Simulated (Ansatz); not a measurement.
A search over several starts for the lowest SCF solution of Fe₂Pt at the given spin, in a small basis.

```yaml
crystal:
  periodic: [false, false, false]
  atoms:
    - {symbol: Fe, position_ang: [0.288876, 0.046061, -1.245039]}
    - {symbol: Fe, position_ang: [1.019840, 0.238839, 0.789942]}
    - {symbol: Pt, position_ang: [-1.308716, -0.284901, 0.455097]}
basis:
  gaussian: {orbitals: def2-SVP, initial_orbitals: start.molden}
magnetization: {spin_polarized: true, initial_magnetization: 6}
hamiltonian: {xc: pbe0, dispersion: d4}
output: {orbitals: {seedname: orbitals}}
```

The file start.molden holds the orbitals of an earlier run on this structure, at another level or in another basis.

```sh
$ ansatz run in.yaml --threads 4 --pin off --events-out ev --progress --plain --max-ram 3916MiB
```

Shortened log:

```
Functional definition: PBE0
997 factors; integrals over basis functions are off by at most 6.3e-4 eV
mean field evaluation 1: about -71998.0395 eV, gradient 1.8e1 eV
mean field evaluation 2: about -71998.6840 eV, gradient 1.2e0 eV
mean field evaluation 4: about -71998.7756 eV, gradient 1.7e-1 eV
mean field evaluation 8: about -71998.8897 eV, gradient 4.2e-3 eV
mean field evaluation 16: about -71998.8897 eV, gradient 1.4e-5 eV
mean field evaluation 32: about -71978.0027 eV, gradient 2.7e1 eV
mean field evaluation 64: about -71976.8433 eV, gradient 2.7e1 eV
mean field evaluation 96: about -71971.5950 eV, gradient 2.9e1 eV
mean field evaluation 128: about -71963.8959 eV, gradient 2.8e1 eV
mean field evaluation 160: about -71981.5464 eV, gradient 2.6e1 eV
mean field evaluation 192: about -71978.6158 eV, gradient 2.8e1 eV
mean field evaluation 224: about -71995.5910 eV, gradient 1.8e1 eV
mean field evaluation 256: about -71998.8862 eV, gradient 2.5e-1 eV
mean field evaluation 288: about -71998.8725 eV, gradient 5.5e-1 eV
mean field evaluation 320: about -71998.8657 eV, gradient 4.0e-1 eV
mean field -71998.88968983 eV, -2645.9103935012 hartree, gradient 6.4e-6 eV, S^2 12.779600; 8 other end points of the search recorded, 0 dependent functions left out
reference -71998.88971991 eV, -2645.9103946065 hartree; 38, 32 occupied and 56, 62 virtual orbitals, 997 factors
Total energy: -71998.97725857 eV, -2645.9136115928 hartree
```

Run time 31 s (4 threads of Arm Neoverse V2 on a shared host).

Other converged states that the search met: 0.01 eV higher (⟨S²⟩ = 12.80).

In the def2 sets Pt takes a core potential; there is no spin–orbit coupling. The charge 0 septet is spin-contaminated (final ⟨S²⟩ up to 12.78, 12.00 for a pure state). The geometry of the septet was relaxed on an unsound state (⟨S²⟩ 12.62, where a pure state has 12.00). At PBE0-D4/def2-TZVP a triplet of charge 0 lies 0.36 eV below the septet, each at its own geometry. That triplet is doubtful there (⟨S²⟩ 5.49, where a pure state has 2.00). The structure comes from a short search, and lower isomers may exist.
